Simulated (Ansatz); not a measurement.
[CrO2S2]2- (CrS₂O₂²⁻), relaxed as a singlet with RKS PBE0-D4/def2-SVPD in Ansatz, starting from the GFN2-xTB (ALPB water) geometry. Force threshold 0.02 eV/Å.

A multiply charged anion in the gas phase is held together partly by the finite basis. The restricted singlet is unstable towards broken spin symmetry in Hartree–Fock (as tested in another run); at PBE0-D4/def2-SVPD this wasn't settled. The highest occupied level of the charge -2 singlet lies above zero (up to 2.83 eV). The electron is either unbound and held by the finite basis, or the level is raised by self-interaction error.

Start:

```
atom   x (Å)   y (Å)   z (Å)
 Cr1  -0.094   0.139  -0.093
  O2  -0.542  -0.083  -1.605
  O3  -0.435   1.509   0.645
  S4   2.000  -0.136   0.001
  S5  -0.928  -1.429   1.052
```

**Question.** Estimate the energy that the relaxation releases and the steps that it takes.

**Answer.** 3.4 kcal/mol, in 6 steps; 32 s on 4 threads of Intel Xeon on a shared host. No frequencies were taken in this run, so the end may be a saddle point.

**Question.** Does the start keep its bonding and symmetry?

**Answer.** By distances, no bond broke or formed. The bond that changes most is Cr1–S5, from 2.11 to 2.14 Å (atoms count from 1). Point group C2v at the start, C2v at the end, both within 0.05 Å.

**Question.** Predict the relaxed structure.

**Answer.** 
Cartesian coordinates in Å:
```
Cr -0.058 0.085 -0.057
O -0.556 -0.011 -1.560
O -0.455 1.489 0.564
S 2.070 -0.103 -0.026
S -1.000 -1.460 1.079
```
Bond lengths: 2 × Cr–O 1.59 Å; 2 × Cr–S 2.14 Å.
